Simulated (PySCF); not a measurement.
**Dipole response of S²⁺ (sulfur, charge +2)**

[Ne] 3s2 3p2, high-spin 3P determinant. Calculation: PySCF 2.14, in an even-tempered Gaussian basis (20 s from 0.028 bohr⁻², ratio 2.5; 14 p from 0.036 bohr⁻², ratio 2.5; 6 d from 0.67 bohr⁻², ratio 2.7; 5 f from 1 bohr⁻², ratio 2.7); no relativity, point nucleus. Coupled (time-dependent) response in atomic units; α is the mean over directions.

```json
{"method": "UHF", "mean α (bohr³)": "5.917", "α xx, yy, zz": "6.357, 5.697, 5.697", "C₆ (like pair)": "17.45", "S(−4)": "21.14"}
{"method": "PBE0", "mean α (bohr³)": "5.604", "α xx, yy, zz": "6.036, 5.389, 5.389", "C₆ (like pair)": "16.44", "S(−4)": "16.41"}
```

S(−4) is the Cauchy moment in α(ω) = α(0) + S(−4) ω² + …

α(iu) at PBE0:

```csv
u (hartree),α(iu) (bohr³)
0,5.604
0.0500,5.564
0.100,5.447
0.200,5.046
0.300,4.534
0.500,3.529
0.750,2.568
1.00,1.914
1.50,1.165
2.00,0.7894
3.00,0.4474
5.00,0.2176
```

For an ion, C₆ is the dispersion term alone; charge-induced terms of lower order in 1/R come first.

The components differ because the open shell of this determinant is not spherical; for a pure term their mean is the scalar polarisability.
